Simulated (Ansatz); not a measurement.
One change: `[OH][Al]([Br])[O][SiH3]` becomes `C[O][Al]([OH])[Br]`.

Ansatz, PBE0-D4/def2-TZVP geometries, multiplicity 1. Each molecule was computed in one conformer, which needn't be the lowest.

Scalar relativity is left out up to krypton.

| property | `[OH][Al]([Br])[O][SiH3]` |
| --- | --- |
| HOMO–LUMO gap (PBE0/def2-TZVPP) / eV | 7.66 |
| LUMO energy (PBE/def2-TZVPP) / eV | -1.82 |
| zero-point energy (PBE0-D4/def2-TZVP) / kJ/mol | 118.1 |
| HOMO energy (ωB97M-V/def2-TZVPP) / eV | -10.88 |
| HOMO–LUMO gap (B3LYP/def2-TZVPP) / eV | 7.10 |
| HOMO energy (PBE0/def2-TZVPP) / eV | -8.63 |

**Question.** What does the change do to each property? (Best estimate.)

**Answer.** Ansatz gave: 
| property | `C[O][Al]([OH])[Br]` | shift |
| --- | --- | --- |
| HOMO–LUMO gap (PBE0/def2-TZVPP) / eV | 7.67 | 0.01 |
| LUMO energy (PBE/def2-TZVPP) / eV | -1.57 | 0.25 |
| zero-point energy (PBE0-D4/def2-TZVP) / kJ/mol | 150.7 | 32.6 |
| HOMO energy (ωB97M-V/def2-TZVPP) / eV | -10.76 | 0.12 |
| HOMO–LUMO gap (B3LYP/def2-TZVPP) / eV | 7.13 | 0.03 |
| HOMO energy (PBE0/def2-TZVPP) / eV | -8.38 | 0.25 |

B3LYP here is the variant with VWN-RPA as its local correlation; programs differ in this.

Spin–orbit coupling is left out; it splits and shifts lone-pair levels of the heavy atoms by tenths of an eV.
